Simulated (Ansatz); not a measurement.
Basis-set extrapolation for C₂H₇AlFN (PBE0-D4/def2-TZVP geometry, frozen core, Ansatz). Multiplicity 1, RHF reference.

```
                      def2-TZVPP   def2-QZVPP
                 HF  -475.778056  -475.796884
    MP2 correlation    -0.881814    -0.949879
CCSD(T) correlation    -0.958375      not run
```

Energies in hartree. Use E(X) = E(∞) + A·exp(−7.88·√X) for Hartree–Fock and E(X) = E(∞) + B·X^(−2.97) for correlation, with X = 3 and 4, and add CCSD(T) minus MP2 of the smaller set to the MP2 limit.

Task: What is the CCSD(T) energy at the basis-set limit?

Result: HF limit: -475.796884 + (-0.018828) × 0.13774 = -475.79948. MP2 limit: -0.949879 + (-0.068065) × 0.74074 = -1.00030. Higher-order term: -0.958375 − (-0.881814) = -0.07656. Total: -476.87634 hartree, 367.3 kJ/mol below CCSD(T)/def2-TZVPP.
